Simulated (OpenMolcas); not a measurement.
F2+: Slater's ratio, worked from levels

```yaml
Program: OpenMolcas
Basis: ANO-RCC-VQZP [5s4p3d2f1g]
Scalar_Hamiltonian: DKH2, point nucleus
Active_space: 5 electrons in 4 orbitals (2s 2p)
State_averaging: 2S+1 = 4 odd, 1 root; 2S+1 = 2 odd, 8 roots; 2S+1 = 4 even, 3 roots; 2S+1 = 2 even, 9 roots
Spin-orbit_coupling: state interaction with AMFI integrals over the reference wave functions, term energies averaged over their components
```

Methods: CASSCF; SS-CASPT2, IPEA 0.25 Eh, imaginary shift 0.1 Eh (closed shells correlated: 1s).

**Slater's ratio.** With one set of orbitals, p3 has ²D° - ⁴S° = 9 F2 and ²P° - ²D° = 6 F2 (F2 = F²/25), a ratio of 2/3. Term energies are centres of gravity, weighted by 2J + 1.

```json
{"Source": "CASSCF", "²D° - ⁴S°": "37942", "²P° - ⁴S°": "52051", "F2 from the first": "4216", "Ratio": "0.372"}
{"Source": "SS-CASPT2", "²D° - ⁴S°": "34691", "²P° - ⁴S°": "51945", "F2 from the first": "3855", "Ratio": "0.497"}
```

Energies in cm-1. A ratio away from 2/3 shows effects beyond one configuration with one set of orbitals, and in heavier atoms second-order spin-orbit shifts. In CASSCF the valence s occupation is 1.94 in ²P° against 2.00 in ²D°: mixing out of s² acts most on ²P° and pulls it down.

Term energies are means over components that CASPT2 splits; among the terms shown or strongly mixed into the levels shown the widest spread is 100 cm-1 (2s² 2p³ ²D°, SS-CASPT2). Levels of configurations outside the active space are missing.

° marks odd parity.
